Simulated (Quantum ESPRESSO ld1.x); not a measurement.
Results of a calculation; reference values are marked as such.
One sound ld1.x (Quantum ESPRESSO 7.5) input for the antimony ion Sb2+ gives E = -6475.0636 hartree in 25 iterations:

```
 &input
    zed=51.0,
    iswitch=1,
    rel=1,
    lsd=1,
    dft='PZ',
    config='[Kr] 4d10 5s2 5p1',
    prefix='ld1',
    max_out_wfc=37,
    file_charge='ld1.rho',
 /
```

Changed or added lines, one case at a time, and what came of them:

- xmin=-20.0: refused. The program stops in do_mesh with "ndmx is too small": a lower xmin needs more points.
- isic=1 latt=1: refused. The program stops in ld1_readin with "isic and latter correction not allowed": the two corrections exclude each other.
- rel=2 cau_fact=37.78 (without lsd): crashed. The program stops in dirsol with "no classical turning point found": with c below Z the Dirac equation of a point nucleus has no 1s solution.
- noscf=.true.: refused. The program stops in ld1_readin with "hydrogenic levels available only with lsd=0": noscf gives hydrogenic levels and needs lsd = 0.
- dft='HF': refused. The program stops in ld1_setup with "HF not implemented yet": ld1.x has no Hartree-Fock; KLI and OEP are its exact-exchange options.
- config='[Kr] 4d10 5s2 5p1 5p1': ran as typed. The string holds 50 electrons for Z = 51, so the species has charge 1 and is not the one meant. The run is valid for that other species.
- dft='SCANN': refused. The program stops in set_dft_from_name with "libxc needed for this functional": the name is not a functional that the program knows.
